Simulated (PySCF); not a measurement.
Members of one series of related molecules.

All values: B3LYP/def2-SVPD (PySCF) at GFN2-xTB geometries, gas phase, one conformer each. Core orbitals are frozen in the response; Δα² is half the sum of the squared differences of the principal polarisabilities.

Question: Rank by mean static polarisability, highest first.
A. `CC(C)COC=O`
B. `[H]/N=C/COC=O`
C. `O=COCC1CC1`
D. `CC(=S)COC=O`
E. `O=COCCCl`

Answer: D (11.60 Å³), A (10.22 Å³), C (9.67 Å³), E (8.74 Å³), B (7.75 Å³).

Question: Rank by polarisability anisotropy Δα, lowest first.
A. `[CH3:1][C:2](=[S:3])[CH2:4][O:5][CH:6]=[O:7]` with C1–C2–C4–O5 -29°, C2–C4–O5–C6 98°, C4–O5–C6–O7 -1°
B. `[O:1]=[CH:2][O:3][CH2:4][CH2:5][Cl:6]` with O1–C2–O3–C4 -1°, C2–O3–C4–C5 77°, O3–C4–C5–Cl6 172°
C. `[CH3:1][CH:2]([CH3:3])[CH2:4][O:5][CH:6]=[O:7]` with C1–C2–C4–O5 -62°, C2–C4–O5–C6 -84°, C4–O5–C6–O7 -1°
D. `[O:1]=[CH:2][O:3][CH2:4][CH:5]1[CH2:6][CH2:7]1` with O1–C2–O3–C4 -1°, C2–O3–C4–C5 -81°, O3–C4–C5–C6 -148°

Answer: C (2.37 Å³), D (2.78 Å³), B (3.58 Å³), A (5.84 Å³).

Question: Rank by HOMO energy, highest first.
A. `O=COCCCl`
B. `[H]/N=C/COC=O`
C. `O=COCC1CC1`
D. `CC(=S)COC=O`

Answer: D (-6.50 eV), B (-7.69 eV), C (-8.02 eV), A (-8.43 eV).

All values together:

```json
{"SMILES": "[H]/N=C/COC=O", "formula": "C3H5NO2", "μ (D)": "1.41", "HOMO (eV)": "-7.69", "LUMO (eV)": "-0.96", "α (Å³)": "7.75", "Δα (Å³)": "3.63", "electrons": "46", "α per electron (Å³)": "0.168"}
{"SMILES": "O=COCCCl", "formula": "C3H5ClO2", "μ (D)": "2.11", "HOMO (eV)": "-8.43", "LUMO (eV)": "-0.69", "α (Å³)": "8.74", "Δα (Å³)": "3.58", "electrons": "56", "α per electron (Å³)": "0.156"}
{"SMILES": "O=COCC1CC1", "formula": "C5H8O2", "μ (D)": "2.17", "HOMO (eV)": "-8.02", "LUMO (eV)": "-0.24", "α (Å³)": "9.67", "Δα (Å³)": "2.78", "electrons": "54", "α per electron (Å³)": "0.179"}
{"SMILES": "CC(=S)COC=O", "formula": "C4H6O2S", "μ (D)": "2.16", "HOMO (eV)": "-6.50", "LUMO (eV)": "-2.56", "α (Å³)": "11.60", "Δα (Å³)": "5.84", "electrons": "62", "α per electron (Å³)": "0.187"}
{"SMILES": "CC(C)COC=O", "formula": "C5H10O2", "μ (D)": "2.06", "HOMO (eV)": "-8.07", "LUMO (eV)": "-0.27", "α (Å³)": "10.22", "Δα (Å³)": "2.37", "electrons": "56", "α per electron (Å³)": "0.182"}
```

Conformers: `[H]/[N:1]=[CH:2]/[CH2:3][O:4][CH:5]=[O:6]` with N1–C2–C3–O4 -146°, C2–C3–O4–C5 -88°, C3–O4–C5–O6 -1°; `[O:1]=[CH:2][O:3][CH2:4][CH2:5][Cl:6]` with O1–C2–O3–C4 -1°, C2–O3–C4–C5 77°, O3–C4–C5–Cl6 172°; `[O:1]=[CH:2][O:3][CH2:4][CH:5]1[CH2:6][CH2:7]1` with O1–C2–O3–C4 -1°, C2–O3–C4–C5 -81°, O3–C4–C5–C6 -148°; `[CH3:1][C:2](=[S:3])[CH2:4][O:5][CH:6]=[O:7]` with C1–C2–C4–O5 -29°, C2–C4–O5–C6 98°, C4–O5–C6–O7 -1°; `[CH3:1][CH:2]([CH3:3])[CH2:4][O:5][CH:6]=[O:7]` with C1–C2–C4–O5 -62°, C2–C4–O5–C6 -84°, C4–O5–C6–O7 -1°.
